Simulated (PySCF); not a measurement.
# NMR problem set

Fast rotation and ring inversion assumed for equivalent nuclei, no solvent, one computed conformer, no relativistic terms. PBE0/pcSseg-1 with gauge-including orbitals; structure optimised with GFN2-xTB; PySCF.

Referencing at the same level of theory: ¹H, ¹³C vs TMS. Splittings of carbon signals by F and P are missing where no couplings were computed. Where no couplings were computed, multiplicities follow the n + 1 count of equivalent neighbours, and m marks all less simple cases (inequivalent or close neighbours, rings, F or P nearby). Shifts are as computed. Against solution values, carbons near 30 ppm lie about +3 ppm off and those near 130 ppm about +5 ppm. Of 1309 compounds with measured shifts, 239 miss one by over three times the rms of a fit or turn the order of signals round; such compounds aren't used in these exercises.

**Question.** C₆H₇FSi. ¹H NMR (400 MHz, computed): δ 6.17 (m, 1H), 5.34 (m, 1H), 2.20 (d, 1H), 1.97 (m, 1H), 1.38 (d, 3H). ¹³C{¹H} NMR (computed): δ 171.8 (C), 141.2 (CH), 107.9 (CH), 85.1 (C), 22.8 (CH), 20.0 (CH3). Identify the compound.

**Answer.** `InChI=1S/C6H7FSi/c1-3-8-5(2)4-6(8)7/h1,4-5,8H,2H3/t5-,8-/m0/s1`. Rings plus π bonds: 4 (1 ring in the answer). 6 carbon signals for 6 carbons: no two carbons are equivalent. Carbon types of the structure: 2 × C, 3 × CH, 1 × CH3, leaving 1 H on heteroatoms. δC 171.8: fully substituted alkene carbon. δC 141.2: alkene CH; an sp2 carbon of a C=C bond. δC 107.9: terminal alkyne carbon. δC 85.1: alkyne carbon; the triple bond shields along its axis, which puts it between sp3 and sp2 carbons.

The shifts were computed for this structure.

**Question.** C₃H₉FO₂Si₂. ¹H NMR (400 MHz, computed): δ 12.33 (m, 1H), 5.19 (s, 3H), 5.11 (m, 1H), 5.03 (m, 1H), 1.52 (m, 3H). ¹³C{¹H} NMR (computed): δ 253.6 (CH), 87.7 (CH), 19.9 (CH3). What is it?

**Answer.** `C[C@@H](F)[Si@@H](C=O)O[SiH3]`. The formula gives 1 degree of unsaturation (no ring in the answer). 3 carbon signals for 3 carbons: no two carbons are equivalent. Carbon types of the structure: 2 × CH, 1 × CH3, leaving 4 H on heteroatoms. δC 253.6: carbonyl carbon. δC 87.7: sp3 CH bonded to F and Si; deshielded by the electronegative neighbour. δC 19.9: methyl carbon; saturated and bonded to C and H only. δH 12.33: hydrogen on a carbonyl carbon.

The data come from this structure; uniqueness wasn't tested.
